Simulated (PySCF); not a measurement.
A GIAO shielding run with PySCF 2.14.0 with density-fitted response routines (density fitting, non-relativistic, gas phase) on SMILES CC[Si@@H]1C[Si@H](C)[C@@H]1F, C$_{5}$H$_{13}$FSi$_{2}$:

```
$ OMP_NUM_THREADS=1 python probes_run.py task.json out

{"job": {"kind": "nmr", "xc": "PBE0", "basis": "pcSseg-1"}, "charge": 0, "multiplicity": 1}
C      1.750107     0.457077     1.347097
C      2.273195     0.000861    -0.011084
Si     0.901978    -0.339550    -1.283105
C     -0.485517     0.985828    -1.400688
Si    -1.804021    -0.142599    -0.573188
C     -2.275195     0.331527     1.198263
C     -0.475902    -1.555268    -0.656355
F     -0.215410    -2.217106     0.545640
H      2.572057     0.606400     2.046084
H      1.082002    -0.290604     1.765997
H      1.207961     1.396088     1.256620
H      2.861751    -0.907450     0.124500
H      2.955367     0.754268    -0.407918
H      1.486855    -0.741036    -2.570078
H     -0.731588     1.249652    -2.425336
H     -0.285197     1.922369    -0.887202
H     -2.988971    -0.417585    -1.397283
H     -1.406016     0.638047     1.772182
H     -2.989747     1.148606     1.208747
H     -2.727110    -0.511340     1.711977
H     -0.715520    -2.351244    -1.365341
```

Hardware: 1 thread of an Arm Neoverse N1, shared host. The job also computes population analyses, field gradients, ring-centre shieldings.

Q: How large is the calculation?

A: 80 electrons, 215 basis functions and 1160 auxiliary functions.

Q: How long does it take, and how much memory does it need?

A: 81 s of wall time, with 13 SCF cycles and 5 response iterations; peak memory 1 GiB. Times on a shared host scatter by some tens of per cent.
